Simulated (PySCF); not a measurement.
Isomers of C2H7NSi2, mass 101.012 u with the commonest isotopes. Level of theory: CAM-B3LYP/def2-SVPD in PySCF (dipole) on a GFN2-xTB geometry, gas phase. One conformer each, none proved a minimum here; rigid rotors.

Question: Order these by out-of-plane moment Σ m c² = (Ia + Ib − Ic)/2, largest first.
A. `[CH:1]#[C:2][Si@@H:3]([NH2:4])[SiH3:5]` with C2–Si3–N4–H -63° and 76°
B. `[N:1]#[C:2][SiH2:3][CH2:4][SiH3:5]` with C2–Si3–C4–Si5 62°
C. `[N:1]#[C:2][CH2:3][SiH2:4][SiH3:5]` with C2–C3–Si4–Si5 58°

Answer: A (17.24 u·Å²), C (16.67 u·Å²), B (15.22 u·Å²).

Question: Order these by rotational constant A, largest first.
A. `[CH:1]#[C:2][Si@@H:3]([NH2:4])[SiH3:5]` with C2–Si3–N4–H -63° and 76°
B. `[N:1]#[C:2][CH2:3][SiH2:4][SiH3:5]` with C2–C3–Si4–Si5 58°
C. `[N:1]#[C:2][SiH2:3][CH2:4][SiH3:5]` with C2–Si3–C4–Si5 62°

Answer: C (4522 MHz), B (4372 MHz), A (3806 MHz).

Question: Order these by rotational constant C, largest first.
A. `[CH:1]#[C:2][Si@@H:3]([NH2:4])[SiH3:5]` with C2–Si3–N4–H -63° and 76°
B. `[N:1]#[C:2][CH2:3][SiH2:4][SiH3:5]` with C2–C3–Si4–Si5 58°
C. `[N:1]#[C:2][SiH2:3][CH2:4][SiH3:5]` with C2–Si3–C4–Si5 62°

Answer: A (1454 MHz), B (1422 MHz), C (1359 MHz).

| SMILES | point group | Ia (u·Å²) | Ib (u·Å²) | Ic (u·Å²) | κ | μa (D) | μb (D) | μc (D) |
| --- | --- | --- | --- | --- | --- | --- | --- | --- |
| N#C[SiH2]C[SiH3] | C1 | 111.77 | 290.55 | 371.87 | -0.76 | 2.64 | 3.11 | 0.09 |
| N#CC[SiH2][SiH3] | C1 | 115.60 | 273.03 | 355.29 | -0.71 | 2.17 | 2.97 | 1.27 |
| C#C[Si@@H](N)[SiH3] | C1 | 132.80 | 249.16 | 347.48 | -0.51 | 0.73 | 0.46 | 0.88 |
